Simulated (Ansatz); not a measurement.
C2H9NOSi, SMILES `C[SiH2]OCN`. The species carries charge 0 and has multiplicity 1.

```xyz
14

C     0.420   -1.566   -1.622
Si    1.229   -0.588   -0.257
O     0.162   -0.114    0.903
C    -0.816    0.875    0.700
N    -1.165    1.452    1.963
H     1.169   -1.893   -2.349
H    -0.078   -2.454   -1.225
H    -0.322   -0.967   -2.156
H     1.880    0.620   -0.848
H     2.243   -1.410    0.447
H    -0.431    1.607   -0.033
H    -1.722    0.423    0.276
H    -0.490    2.140    2.266
H    -2.082    1.875    1.938
```

(1) List the harmonic frequencies (cm⁻¹, unscaled) at PBE0-D4/def2-TZVP in Ansatz. (Best estimate.)

(2) Is this a minimum?

(3) Give the ideal-gas thermochemistry at 298.15 K and 1 bar (rigid rotor, harmonic oscillator; point group C1, symmetry number 1).

(4) And at 400, 500, 600, 800 and 1000 K?

Results:

(1) Ansatz gave: 35, 64, 147, 154, 206, 252, 451, 501, 677, 725, 742, 756, 841, 881, 938, 950, 1012, 1105, 1159, 1259, 1275, 1354, 1445, 1448, 1455, 1520, 1654, 2181, 2241, 2928, 3035, 3047, 3129, 3137, 3553, 3648.

(2) Yes, all 36 modes are real.

(3) Zero-point energy 298.5 kJ/mol; H(298) − E = 322.2 kJ/mol; entropy 370.8 J/(mol·K), of which translation 165.1, rotation 111.7, vibration 94.0; G(298) − E = 211.6 kJ/mol. Modes under 100 cm⁻¹ are hindered rotations or soft bends, so the harmonic entropy is rough.

(4) 
```
T (K)  H − E (kJ/mol)  S (J/mol/K)  G − E (kJ/mol)
  400           335.9        410.1           171.8
  500           351.9        445.8           129.0
  600           370.2        479.1            82.8
  800           411.9        538.9           -19.2
 1000           459.0        591.3          -132.3
```
